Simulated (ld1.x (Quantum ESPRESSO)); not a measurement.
# Transferability test, RRKJ potential for C

ld1.x (Quantum ESPRESSO) 7.5 input, shortened:

```
&input
   title='C', zed=6., rel=1, dft='PBE', iswitch=3,
   config='[He] 2s2 2p2'
 /
 &inputp
   pseudotype=2, tm=.false., rho0=0.01, lloc=0,
   nlcc=.true., rcore=0.95
 /
2
2P  2  1   2.00   0.00  2.05  2.05  0.0
2S  1  0   2.00   0.00  1.05  1.05  0.0
 &test
   configts(1)='2s2 2p2'
 /
```

Energies are relative to the spin-unpolarised reference configuration 2s2 2p2; without spin polarisation the order of configurations can differ from experiment.

```
valence configuration  charge  ΔE all-electron (eV)  error AE − PS (meV)
              2s2 2p0      +2                35.018                 +365
              2s1 2p0      +3                83.212                 +750
              2s1 2p2      +1                19.615                  -41
              2s0 2p4       0                16.975                 -8.4
            2s2 2p1.5    +0.5                 3.963                 +4.7
```

Q: What are ΔE and the potential's error for 2s2 2p1?

A: ΔE = 10.862 eV all-electron; the error (AE − PS) is +36 meV.

Q: What are ΔE and the potential's error for 2s2 2p2.3?

A: ΔE = -1.158 eV all-electron; the error (AE − PS) is +0.4 meV.
